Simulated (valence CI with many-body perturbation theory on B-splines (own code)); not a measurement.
## Dy⁴³⁺: what the settings do

Computed by configuration interaction combined with many-body perturbation theory (CI+MBPT): five valence electrons over a frozen Dirac-Fock core [Ar], radial functions for each j: 6 s, 6 p, 5 d, 5 f, 1 g, with the one-electron correlation potential Σ1 (screened to all orders), the two-electron term Σ2, the three-electron term Σ3, Breit, model QED; selected single and double excitations, second order for the rest, scaled by the run's own slope (own B-spline code, finite nucleus).

The last digits are not significant, and no measured levels were compared; by estimate large intervals hold to a few tenths of a per cent, small ones and those within an open d or f shell to about a per cent. Among the levels kept, up to 390 cm⁻¹ of a level comes from second order outside the variational space, and about a tenth of that is noise between levels of different J, which matters for small intervals. Only levels of the ground parity were solved; by the run's estimate the other parity begins above the list, which can be wrong where configurations are misplaced.

The reference run has the lowest level (3d3/2^4 3d5/2) J=5/2 and an ionisation energy of 3444.73 eV. Its largest variational space holds 10000 state functions.

Levels are named by their leading jj configuration (3d3/2^4 stands for four electrons in 3d with j = 3/2), which in mixed levels can hold well under half, so a name can repeat and another be missing. Letters in brackets count levels of one name in rising energy.

Changed runs:
A. size limit of the variational space 10000 → 1500; factor on the speed of light 1 → 10; QED terms on → off; second order for the rest on → off
B. orbitals per symmetry with explicit Σ2 and valence Breit (the others get mean screening factors) 5 → 4
C. correlating orbitals by l 3 3 3 3 1 → 4 4 3 0 0; Breit term on → off; QED terms on → off
D. logarithmic knot step 0.27 → 0.8 (bad on purpose)

Excitation energies of the reference run in cm⁻¹, and shifts in cm⁻¹:

```csv
Level,Reference,B,C,D
(3d3/2^3 3d5/2^2) J=5/2 [a],244668,-34,+5545,-5.4
(3d3/2^3 3d5/2^2) J=7/2 [a],329693,-6.4,+10231,-1.8
(3d3/2^3 3d5/2^2) J=3/2 [a],339908,+9.3,+5647,+0.5
(3d3/2^3 3d5/2^2) J=11/2,340772,-15,+17970,+1.5
(3d3/2^3 3d5/2^2) J=9/2,374732,0,+14060,-0.4
(3d3/2^3 3d5/2^2) J=5/2 [b],395656,+5.6,+10950,0
(3d3/2^3 3d5/2^2) J=1/2,412291,+18,+7925,+2.9
(3d3/2^3 3d5/2^2) J=7/2 [b],431736,+34,+11592,+2.1
(3d3/2^3 3d5/2^2) J=3/2 [b],530701,+73,+8496,+11
(3d3/2^2 3d5/2^3) J=5/2 [a],570203,-10,+12086,0
(3d3/2^2 3d5/2^3) J=7/2 [a],624995,-18,+16983,+0.2
(3d3/2^2 3d5/2^3) J=11/2,630798,-22,+23928,+1.8
Ionisation energy (eV),3444.73,+0.0022,+0.70,-0.06
```

Run A ends with another lowest level, (3d3/2^2 3d5/2^3) J=5/2, and an ionisation energy of 3475.61 eV.
